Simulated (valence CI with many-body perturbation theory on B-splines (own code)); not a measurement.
**From CI to CI+MBPT in Ho LXII**

Computed by valence CI with perturbative core correlation (CI+MBPT): four valence electrons over a frozen Dirac-Fock core [He], radial functions for each j: 11 s, 11 p, 9 d, 7 f, 5 g, 2 h, 1 i, with the one-electron correlation potential Σ1 (screened to all orders), the two-electron term Σ2, the three-electron term Σ3, Breit, model QED; selected single and double excitations, second order for the rest (own B-spline code, finite nucleus).

No measured spectrum was set against this ion. As an estimate, large intervals hold to a few tenths of a per cent, small ones and those within an open d or f shell to about a per cent. Among the levels kept, up to 280 cm⁻¹ of a level comes from second order outside the variational space, and about a tenth of that is noise between levels of different J, which matters for small intervals.

Each rung adds one term. CI alone is the Dirac-Coulomb CI over the frozen core; QED comes last and gives the full result, which names the levels. Energies are above (2s^2 2p1/2^2) J=0 on the same rung, in eV.

Levels are named by their leading jj configuration (3d3/2^4 stands for four electrons in 3d with j = 3/2), which in mixed levels can hold well under half, so a name can repeat and another be missing. Letters in brackets count levels of one name in rising energy.

```
                     Level  CI alone    + Σ1    + Σ2    + Σ3  + Breit    Full
    (2s^2 2p1/2 2p3/2) J=1     904.7   904.8   904.8   904.8    890.7   892.1
    (2s^2 2p1/2 2p3/2) J=2     928.5   928.7   928.6   928.6    908.5   909.9
    (2s 2p1/2^2 2p3/2) J=2    1166.7  1166.6  1166.3  1166.3   1161.1  1149.7
    (2s 2p1/2^2 2p3/2) J=1    1242.6  1242.4  1242.1  1241.9   1238.9  1227.5
        (2s^2 2p3/2^2) J=2    1848.6  1848.9  1848.9  1848.9   1818.5  1821.0
        (2s^2 2p3/2^2) J=0    1896.7  1897.0  1897.1  1897.0   1873.1  1875.7
(2s 2p1/2 2p3/2^2) J=2 [a]    2044.3  2044.3  2044.2  2044.1   2026.8  2016.8
    (2s 2p1/2 2p3/2^2) J=3    2095.5  2095.5  2095.3  2095.3   2068.8  2058.8
    (2s 2p1/2 2p3/2^2) J=0    2134.3  2134.3  2134.2  2134.1   2121.6  2111.5
(2s 2p1/2 2p3/2^2) J=1 [a]    2158.6  2158.7  2158.2  2158.1   2141.6  2131.5
(2s 2p1/2 2p3/2^2) J=2 [b]    2174.3  2174.3  2173.9  2173.8   2151.5  2141.4
(2s 2p1/2 2p3/2^2) J=1 [b]    2171.4  2171.4  2171.1  2171.0   2155.2  2145.1
     (2p1/2^2 2p3/2^2) J=2    2445.3  2445.0  2444.3  2444.1   2437.1  2414.5
     (2p1/2^2 2p3/2^2) J=0    2496.2  2495.9  2495.3  2495.1   2494.9  2472.2
          (2s 2p3/2^3) J=2    3040.2  3040.4  3040.2  3040.1   3009.1  3000.4
          (2s 2p3/2^3) J=1    3114.2  3114.4  3114.1  3113.9   3084.7  3076.0
       (2p1/2 2p3/2^3) J=1    3359.1  3359.0  3358.4  3358.2   3341.4  3319.9
       (2p1/2 2p3/2^3) J=2    3383.0  3382.9  3382.4  3382.2   3359.5  3337.9
             (2p3/2^4) J=0    4322.9  4323.0  4322.5  4322.3   4293.6  4273.5
       (2s^2 2p1/2 3s) J=0    8270.5  8271.0  8271.0  8270.8   8247.1  8250.8
       (2s^2 2p1/2 3s) J=1    8274.9  8275.3  8275.3  8275.2   8250.5  8254.2
    (2s^2 2p1/2 3p1/2) J=1    8348.3  8348.7  8348.7  8348.6   8327.3  8327.3
    (2s^2 2p1/2 3p1/2) J=0    8387.6  8388.0  8387.9  8387.8   8368.5  8368.4
       (2s 2p1/2^2 3s) J=1    8503.3  8503.5  8503.3  8503.2   8492.1  8483.2
       (2s 2p1/2^2 3s) J=0    8537.0  8537.1  8537.0  8536.8   8527.1  8517.9
    (2s 2p1/2^2 3p1/2) J=1    8588.3  8588.4  8588.2  8588.0   8580.4  8567.6
    (2s 2p1/2^2 3p1/2) J=0    8587.1  8587.1  8587.0  8586.8   8581.2  8568.3
    (2s^2 2p1/2 3p3/2) J=2    8636.3  8636.7  8636.6  8636.5   8611.0  8611.3
    (2s^2 2p1/2 3p3/2) J=1    8636.6  8637.0  8636.9  8636.8   8613.1  8613.3
    (2s^2 2p1/2 3d3/2) J=2    8695.4  8695.9  8695.9  8695.7   8669.9  8669.8
    (2s^2 2p1/2 3d3/2) J=1    8721.1  8721.6  8721.5  8721.4   8694.9  8694.7
```

**Question.** How does the ionisation energy move along the ladder, and which term matters most?

**Answer.** CI alone 14669, + Σ1 14669, + Σ2 14669, + Σ3 14669, + Breit 14641, + QED 14641 eV. The largest step is Breit, -28 eV. NIST lists 14639 ± 12 eV (theoretical).
